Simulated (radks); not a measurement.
Coulomb parameter of the 5d shell of the tantalum ion Ta+ in the model configuration [Xe] 4f14 5d2 6s1 6p1, as a second difference U = [E(n + 0.25) + E(n - 0.25) - 2 E(n)] / (0.25)^2 with all orbitals relaxed. "Bare": the charge of the atom changes with n. "Screened": the 6p shell takes up the change at fixed total charge, which measures U(5d,5d) + U(6p,6p) - 2 U(5d,6p). Method: Dirac Kohn-Sham, PBE, spin-unpolarised, spherical densities, point nucleus; open shells are shared between the two j in proportion to 2j + 1; computed with a radial shooting solver on a logarithmic mesh with Libxc functionals.

| case | configuration | E - E(n) (eV) |
|---|---|---|
| start | [Xe] 4f14 5d2 6s1 6p1 | 0.000 |
| bare +0.25 | [Xe] 4f14 5d2.25 6s1 6p1 | -3.035 |
| bare -0.25 | [Xe] 4f14 5d1.75 6s1 6p1 | 3.621 |
| screened +0.25 | [Xe] 4f14 5d2.25 6s1 6p0.75 | -1.294 |
| screened -0.25 | [Xe] 4f14 5d1.75 6s1 6p1.25 | 1.397 |

U(bare) = 9.376 eV, U(screened by 6p) = 1.638 eV, against the Slater integral F0(5d,5d) = 12.291 eV with frozen orbitals.
